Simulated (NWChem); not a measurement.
System: ZrClF3; SMILES [F][Zr]([Cl])([F])[F]

NWChem printed, in part:

```
             Northwest Computational Chemistry Package (NWChem) 7.3.0
             --------------------------------------------------------

 C3  symmetry detected

                             Geometry "geometry" -> ""
                             -------------------------

 Output coordinates in angstroms (scale by  1.889725989 to convert to a.u.)

  No.       Tag          Charge          X              Y              Z
 ---- ---------------- ---------- -------------- -------------- --------------
    1 Zr                  40.0000     0.00000000     0.00000000    -0.26703157
    2 F                    9.0000    -1.69454768    -0.53015766    -0.91275257
    3 F                    9.0000     0.38814384     1.73260017    -0.91275257
    4 F                    9.0000     1.30640385    -1.20244251    -0.91275257
    5 Cl                  17.0000    -0.00000000     0.00000000     2.07797543

 Effective nuclear repulsion energy (a.u.)     567.5947861126

      Symmetry information
      --------------------

 Group name             C3
 Group number              5
 Group order               3
 No. of unique centers     3

                                Z-matrix (autoz)
                                --------

 Units are Angstrom for bonds and degrees for angles

      Type          Name      I     J     K     L     M      Value
      ----------- --------  ----- ----- ----- ----- ----- ----------
    1 Stretch                  1     2                       1.88932
    2 Stretch                  1     3                       1.88932
    3 Stretch                  1     4                       1.88932
    4 Stretch                  1     5                       2.34501
    5 Bend                     2     1     3               108.95253
    6 Bend                     2     1     4               108.95253
    7 Bend                     2     1     5               109.98506
    8 Bend                     3     1     4               108.95253
    9 Bend                     3     1     5               109.98506
   10 Bend                     4     1     5               109.98506

  xc_inp: hfexch multiplicative factor not found.

                           NWChem Geometry Optimization
                           ----------------------------

[...]

      ----------------------
      Optimization converged
      ----------------------

  Step       Energy      Delta E   Gmax     Grms     Xrms     Xmax
  ---- ---------------- -------- -------- -------- -------- --------
@    4   -4252.22321876 -1.0D-06  0.00000  0.00000  0.00148  0.00323
                                     ok       ok

                                Z-matrix (autoz)
                                --------

 Units are Angstrom for bonds and degrees for angles

      Type          Name      I     J     K     L     M      Value     Gradient
      ----------- --------  ----- ----- ----- ----- ----- ---------- ----------
    1 Stretch                  1     2                       1.88333   -0.00000
    2 Stretch                  1     3                       1.88333   -0.00000
    3 Stretch                  1     4                       1.88333   -0.00000
    4 Stretch                  1     5                       2.36077    0.00000
    5 Bend                     2     1     3               108.12403    0.00000
    6 Bend                     2     1     4               108.12403    0.00000
    7 Bend                     2     1     5               110.78697   -0.00000
    8 Bend                     3     1     4               108.12403    0.00000
    9 Bend                     3     1     5               110.78697   -0.00000
   10 Bend                     4     1     5               110.78697   -0.00000

                         Geometry "geometry" -> "geometry"
                         ---------------------------------

 Output coordinates in angstroms (scale by  1.889725989 to convert to a.u.)

[...]

 Rotational Constants
 --------------------
 A=   0.095406 cm-1  (  0.137264 K)
 B=   0.056602 cm-1  (  0.081436 K)
 C=   0.056602 cm-1  (  0.081436 K)

 Temperature                      =   298.15K
 frequency scaling parameter      =   1.0000

 Zero-Point correction to Energy  =    5.754 kcal/mol  (  0.009170 au)
 Thermal correction to Energy     =    9.769 kcal/mol  (  0.015567 au)
 Thermal correction to Enthalpy   =   10.361 kcal/mol  (  0.016511 au)

 Total Entropy                    =   81.697 cal/mol-K
   - Translational                =   41.482 cal/mol-K (mol. weight = 181.8684)
   - Rotational                   =   25.864 cal/mol-K (symmetry #  =        3)
   - Vibrational                  =   14.350 cal/mol-K

 Cv (constant volume heat capacity) =   18.101 cal/mol-K
   - Translational                  =    2.979 cal/mol-K
   - Rotational                     =    2.979 cal/mol-K
   - Vibrational                    =   12.142 cal/mol-K

[normal modes left out]

 ----------------------------------------------------------------------------
 Normal Eigenvalue ||           Projected Infra Red Intensities
  Mode   [cm**-1]  || [atomic units] [(debye/angs)**2] [(KM/mol)] [arbitrary]
 ------ ---------- || -------------- ----------------- ---------- -----------
    1       -0.000 ||    0.000062           0.001         0.061       0.024
    2       -0.000 ||    0.000045           0.001         0.044       0.017
    3       -0.000 ||    0.000535           0.012         0.521       0.205
    4        0.000 ||    0.000546           0.013         0.533       0.209
    5        0.000 ||    0.000068           0.002         0.066       0.026
    6        0.000 ||    0.000072           0.002         0.070       0.028
    7      123.217 ||    0.010851           0.250        10.578       4.158
    8      123.217 ||    0.010851           0.250        10.579       4.158
    9      169.715 ||    0.022633           0.522        22.064       8.672
   10      169.716 ||    0.022633           0.522        22.064       8.672
   11      177.397 ||    0.026754           0.617        26.082      10.252
   12      510.024 ||    0.068655           1.584        66.929      26.307
   13      884.151 ||    0.045624           1.053        44.477      17.482
   14      934.876 ||    0.091069           2.101        88.779      34.895
   15      934.877 ||    0.091069           2.101        88.779      34.895
 ----------------------------------------------------------------------------
```

Level: Hartree-Fock/STO-3G, non-relativistic. 

Write an input that gives this output.

This is not unique; one that fits is the input that was run:
```
start job
memory heap 200 mb stack 900 mb global 1100 mb
geometry units angstroms
  Zr     0.000000     0.000000    -0.220532
  F     -1.409623     1.079593    -0.866253
  F      1.639767     0.680973    -0.866253
  F     -0.230144    -1.760566    -0.866253
  Cl     0.000000     0.000000     2.124475
end
basis spherical
  Zr library sto-3g
  F library sto-3g
  Cl library sto-3g
end
dft
  xc hfexch
  iterations 150
end
driver
  maxiter 120
end
task dft optimize
task dft freq
```
